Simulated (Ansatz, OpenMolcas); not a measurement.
A ladder of methods for CH6GaN (SMILES [CH3][GaH][NH2])

CH6GaN has 9 atoms, charge 0, and is taken as a singlet. As SMILES, `[CH3][GaH][NH2]`. The coordinates come from a PBE0-D4/def2-TZVP relaxation.

Each level gives the vertical ionisation energy (to the doublet cation) (eV). The values are calculated.

| level | kind | program | value (eV) | less CCSD(T)/6-31G* | CPU time (all runs) |
| --- | --- | --- | --- | --- | --- |
| HF/6-31G* (spherical functions) | Hartree–Fock | OpenMolcas | 7.87 | -1.16 | 21 s |
| SVWN5/6-31G* (spherical functions) | LDA | Ansatz | 9.38 | +0.35 | 13 s |
| BLYP/6-31G* (spherical functions) | GGA | Ansatz | 9.04 | +0.01 | 24 s |
| B3LYP/6-31G* (spherical functions) | global hybrid | OpenMolcas | 9.38 | +0.35 | 1.8 min |
| CAM-B3LYP/6-31G* (spherical functions) | range-separated hybrid | Ansatz | 9.38 | +0.35 | 27 s |
| B2PLYP/6-31G* (spherical functions) | double hybrid | Ansatz | 9.24 | +0.21 | 37 s |
| RPA@PBE0/6-31G* (spherical functions) | RPA | Ansatz | 9.08 | +0.05 | 55 s |
| MP2/6-31G* (spherical functions) | perturbation theory | Ansatz | 9.16 | +0.13 | 8.4 s |
| CCSD(T)/6-31G* (spherical functions), open shells restricted | coupled cluster or CI | OpenMolcas | 9.03 | 0.00 | 75 s |

Differences are taken from CCSD(T)/6-31G* (spherical functions), open shells restricted for orientation; it has basis-set and higher-order errors of its own. All-electron rows without a relativistic Hamiltonian named are non-relativistic. The values span 7.87 to 9.38 eV. In the correlated wave-function rows the outer d shell of Ga is correlated, in sets not made for it. CPU times are rough (shared hosts, several kinds of processor): they show what a rung costs within a factor of a few.
